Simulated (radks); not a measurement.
Initial-state core-level shifts of neutral technetium when its valence configuration changes from [Kr] 4d5 5s2. Method: scalar-relativistic Kohn-Sham, PBE, spin-polarised, spherical densities, point nucleus; open shells are filled with parallel spins first (spin-orbit coupling, left out, can overturn this in heavy ions); computed with a radial shooting solver on a logarithmic mesh with Libxc functionals. Shifts are changes of the shell-averaged eigenvalues in eV (positive: less bound).

valence              2p      3p      4s      4p
4d5 5p2          -2.391  -2.418  -2.415  -2.399
4d7              +5.519  +5.492  +5.120  +4.865
4d6 5s1          +3.230  +3.208  +2.977  +2.838
4d4 5s2 5p1      -5.507  -5.420  -5.014  -4.809
4d4 5s1 5p2      -6.440  -6.364  -5.923  -5.697
4d5.5 5s1.5      +1.678  +1.664  +1.532  +1.457
4d5 5s1 5p1      -1.132  -1.140  -1.114  -1.096
4d4.5 5s0.5 5p2  -4.355  -4.336  -4.134  -4.017
4d6 5p1          +1.856  +1.813  +1.532  +1.378
